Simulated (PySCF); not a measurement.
trisilane (H8Si3), singlet, at a GFN2-xTB geometry; BLYP/STO-3G run with PySCF.

PySCF was given this input:
```python
from pyscf import gto, scf, dft

mol = gto.M(
    atom='''
Si    1.844347    0.778114   -0.032315
Si    0.164165   -0.812706   -0.092287
Si   -1.998435   -0.015297    0.118937
H     3.199017    0.233124   -0.147584
H     1.701845    1.753556   -1.117068
H     1.816064    1.543718    1.217351
H     0.413797   -1.824509    0.949779
H     0.276432   -1.592490   -1.337797
H    -2.320290    0.952466   -0.933897
H    -2.193734    0.681556    1.393588
H    -3.034216   -1.048978    0.054940
''',
    basis='sto-3g',
    charge=0,
    spin=0,
    verbose=4,
)

mf = dft.RKS(mol)
mf.xc = 'blyp'
mf.conv_tol_grad = 1e-7
mf.kernel()
```

Question: What does PySCF print? Leave out banner, timings and long lists.

Answer: 
```
PySCF version 2.14.0

[INPUT] verbose = 4
[INPUT] num. atoms = 11
[INPUT] num. electrons = 50
[INPUT] charge = 0
[INPUT] spin (= nelec alpha-beta = 2S) = 0
[INPUT] symmetry False subgroup None
[INPUT] Mole.unit = angstrom
[INPUT] Symbol           X                Y                Z      unit          X                Y                Z       unit  Magmom
[INPUT]  1 Si     1.844347000000   0.778114000000  -0.032315000000 AA    3.485310708663   1.470422353690  -0.061066499715 Bohr   0.0
[INPUT]  2 Si     0.164165000000  -0.812706000000  -0.092287000000 AA    0.310226889239  -1.535791759791  -0.174397154858 Bohr   0.0
[INPUT]  3 Si    -1.998435000000  -0.015297000000   0.118937000000 AA   -3.776494827745  -0.028907140527   0.224758356077 Bohr   0.0
[INPUT]  4 H      3.199017000000   0.233124000000  -0.147584000000 AA    6.045265997828   0.440540513063  -0.278893340368 Bohr   0.0
[INPUT]  5 H      1.701845000000   1.753556000000  -1.117068000000 AA    3.216020956460   3.313740584088  -2.110952582516 Bohr   0.0
[INPUT]  6 H      1.816064000000   1.543718000000   1.217351000000 AA    3.431863584682   2.917204233561   2.300459987465 Bohr   0.0
[INPUT]  7 H      0.413797000000  -1.824509000000   0.949779000000 AA    0.781963001167  -3.447822321804   1.794822188863 Bohr   0.0
[INPUT]  8 H      0.276432000000  -1.592490000000  -1.337797000000 AA    0.522380772066  -3.009369956109  -2.528069940265 Bohr   0.0
[INPUT]  9 H     -2.320290000000   0.952466000000  -0.933897000000 AA   -4.384712629567   1.799899882960  -1.764809558553 Bohr   0.0
[INPUT] 10 H     -2.193734000000   0.681556000000   1.393588000000 AA   -4.145556450147   1.287954178554   2.633499650480 Bohr   0.0
[INPUT] 11 H     -3.034216000000  -1.048978000000   0.054940000000 AA   -5.733837242773  -1.982281130694   0.103821553284 Bohr   0.0

nuclear repulsion = 193.835725244928
number of shells = 23
number of NR pGTOs = 105
number of NR cGTOs = 35
basis = sto-3g
ecp = {}

******** <class 'pyscf.dft.rks.RKS'> ********
method = RKS
initial guess = minao
damping factor = 0
level_shift factor = 0
DIIS = <class 'pyscf.scf.diis.CDIIS'>
diis_start_cycle = 1
diis_space = 8
diis_damp = 0
SCF conv_tol = 1e-09
SCF conv_tol_grad = 1e-07
SCF max_cycles = 50
direct_scf = True
direct_scf_tol = 1e-13
XC library pyscf.dft.libxc version 7.1.2
    S. Lehtola, C. Steigemann, M. J. T. Oliveira, and M. A. L. Marques,  SoftwareX 7, 1–5 (2018)
XC functionals = blyp
    A. D. Becke,  Phys. Rev. A 38, 3098 (1988)
    C. Lee, W. Yang, and R. G. Parr,  Phys. Rev. B 37, 785 (1988)
    B. Miehlich, A. Savin, H. Stoll, and H. Preuss,  Chem. Phys. Lett. 157, 200 (1989)
radial grids:
    Treutler-Ahlrichs [JCP 102, 346 (1995); DOI:10.1063/1.469408] (M4) radial grids

becke partition: Becke, JCP 88, 2547 (1988); DOI:10.1063/1.454033
pruning grids: <function nwchem_prune>
grids dens level: 3
symmetrized grids: False
atomic radii adjust function: <function treutler_atomic_radii_adjust>
small_rho_cutoff = 0
Initial guess from minao.
tot grids = 136008
init E= -862.383200819322
  HOMO = -0.288140834372639  LUMO = 0.0474918480007955  gap/eV = 9.13303
cycle= 1 E= -863.086685836441  delta_E= -0.703  |g|= 0.182  |ddm|= 3.36
  HOMO = -0.205588542453974  LUMO = 0.127903686936472  gap/eV = 9.07479
cycle= 2 E= -863.087574379416  delta_E= -0.000889  |g|= 0.164  |ddm|= 0.588
  HOMO = -0.180680293238257  LUMO = 0.155508826710311  gap/eV = 9.14817
cycle= 3 E= -863.098683043576  delta_E= -0.0111  |g|= 0.00731  |ddm|=  0.3
  HOMO = -0.182101902939484  LUMO = 0.153922423276122  gap/eV = 9.14369
cycle= 4 E= -863.098706407774  delta_E= -2.34e-05  |g|= 0.0024  |ddm|= 0.0175
  HOMO = -0.182008943120049  LUMO = 0.154021676959629  gap/eV = 9.14386
cycle= 5 E= -863.098708940103  delta_E= -2.53e-06  |g|= 0.000281  |ddm|= 0.005
  HOMO = -0.182027481052224  LUMO = 0.154005795138948  gap/eV = 9.14393
cycle= 6 E= -863.098708975473  delta_E= -3.54e-08  |g|= 4.05e-05  |ddm|= 0.000637
  HOMO = -0.182024371496409  LUMO = 0.15401010374498  gap/eV = 9.14396
cycle= 7 E= -863.098708976304  delta_E= -8.32e-10  |g|= 4.5e-06  |ddm|= 9.66e-05
  HOMO = -0.182024562750409  LUMO = 0.154009747635555  gap/eV = 9.14396
cycle= 8 E= -863.098708976319  delta_E= -1.52e-11  |g|= 6e-07  |ddm|= 1.4e-05
  HOMO = -0.18202454992547  LUMO = 0.154009733438064  gap/eV = 9.14396
cycle= 9 E= -863.098708976319  delta_E=    0  |g|= 1.63e-08  |ddm|= 1.68e-06
  HOMO = -0.182024551846825  LUMO = 0.154009731373085  gap/eV = 9.14396
Extra cycle  E= -863.098708976321  delta_E= -1.36e-12  |g|= 1.08e-08  |ddm|= 5.97e-08
converged SCF energy = -863.098708976321
```
